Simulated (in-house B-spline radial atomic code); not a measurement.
Ionising Si⁸⁺ with different functionals

Computed with a radial B-spline atomic code at the basis-set limit: scalar-relativistic (spin-free X2C) Hamiltonian, Fermi nucleus of rms radius 3.1224 fm, spin-polarised at highest spin, spherical fractional occupations for the functionals, the average over the highest-spin determinants for Hartree-Fock. The ionisation energy is the difference of two self-consistent energies, [He] 2s2 2p2 → [He] 2s2 2p1, without Breit or QED terms; ε is the level of the shell that loses the electron (its least bound occupied spin orbital).

Hybrids are left out here: with spherical fractional occupations of an open shell their exact exchange keeps a self-interaction that integer-occupation calculations don't have.

```tsv
method	rung	ΔSCF (eV)	-ε(2p) (eV)
Hartree-Fock	Hartree-Fock	351.44	352.54
LDA VWN5	LDA	352.09	327.93
LDA PW92	LDA	352.08	327.91
LDA exchange-only	LDA	350.21	326.12
PBE	GGA	352.33	328.18
PBEsol	GGA	351.94	327.83
BLYP	GGA	352.66	328.40
RPBE	GGA	352.24	328.14
PW91	GGA	352.67	328.50
BP86	GGA	352.41	328.24
AM05	GGA	351.80	327.71
OLYP	GGA	353.03	329.07
TPSS	meta-GGA	352.64	328.63
SCAN	meta-GGA	353.48	330.09
r2SCAN	meta-GGA	353.32	329.90
revTPSS	meta-GGA	352.17	328.22
```

Question: How do they compare with the NIST value?

Answer: NIST lists 351.28 eV ± 0.06 (semi-empirical, ground level to ground level). Errors run from -1.07 to +2.20 eV; Hartree-Fock is closest (+0.16 eV), but part of that can be cancellation, since the calculations leave out spin-orbit coupling, Breit-QED terms, multiplet and fine-structure energies. Hartree-Fock also lacks correlation.
